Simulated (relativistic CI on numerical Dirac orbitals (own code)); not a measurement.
**Au³⁺: 4d photoemission**

Computed with this model: Dirac-Coulomb-Breit CI, separate exchange-only KLI orbitals for each configuration, QED by a radiative potential, valence Slater integrals scaled by 0.8, multiplet model of photoemission in the sudden approximation; configurations [Xe] 4f14 5d8 → [Kr] 4d9 4f14 5s2 5p6 5d8; 300 K; Lorentzian 4.9 eV and Gaussian 0.6 eV FWHM. Energies are those of the free ion, without screening or charge transfer. The energies are binding energies and can lie tens of eV above those of solids. S is read from ⟨S²⟩ = S(S + 1).

free ion: ground-state S = 0.97, centroid 391.46 eV. Peaks (eV, height): 383.8 (100), 402.6 (74).

Strongest unbroadened transitions for free ion:

```
Energy (eV)  Relative strength
     383.30               54.1
     383.35               83.8
     383.52              100.0
     383.83               21.2
     383.94               21.9
     384.34               22.8
     385.42               33.3
     385.61               13.2
     386.50                8.5
     386.59                6.3
     386.73                6.2
     387.26                2.1
     387.44                3.5
     402.20               49.3
     402.41               70.4
     402.69               40.3
     402.76               84.7
     403.65                6.2
```
